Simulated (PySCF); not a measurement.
## Core-level binding energies of TiCl4

TiCl4 (singlet state).
Z-matrix (Å and degrees, PBE0-D3(BJ)/def2-SVP geometry), rows numbered from 1:
```
Cl
Ti  1  2.1525
Cl  2  2.1541  1  109.36
Cl  2  2.1547  1  109.96  3   119.91
Cl  2  2.1524  1  108.73  3  -120.53
```

Method used: delta-SCF UKS SCAN, pcX-2 on the ionised atom, pcseg-1 elsewhere, spin-free X2C in PySCF. Binding energies are ΔSCF values: E(core-ionised, relaxed orbitals) − E(ground state) at a fixed geometry, referred to the vacuum level.

What binding energy does each computed site have?

```json
{"atom(s)": "Cl1/Cl3/Cl4/Cl5", "bonded to": "Ti", "level": "Cl 1s", "binding energy (eV)": "2828.78", "2p1/2 (eV)": "–", "count": "4"}
{"atom(s)": "Cl1/Cl3/Cl4/Cl5", "bonded to": "Ti", "level": "Cl 2p3/2", "binding energy (eV)": "206.18", "2p1/2 (eV)": "207.84", "count": "4"}
```

Give the binding energy of Cl 1s of Cl1/Cl3/Cl4/Cl5 in hartree and in kJ/mol.

2828.78 eV = 103.9557 Eh = 272936 kJ/mol.

The first atom of each set that the bonding makes equivalent was ionised and stands for the set. 2p3/2 and 2p1/2 are the ΔSCF energy of one spin-free 2p hole plus the eigenvalues of a spin–orbit and ligand-field matrix of the shell. 2p1/2 minus 2p3/2 (ligand field included): Cl 1.65 eV. No level of titanium is listed. Isolated species at its PBE0-D3(BJ)/def2-SVP geometry, gas phase.
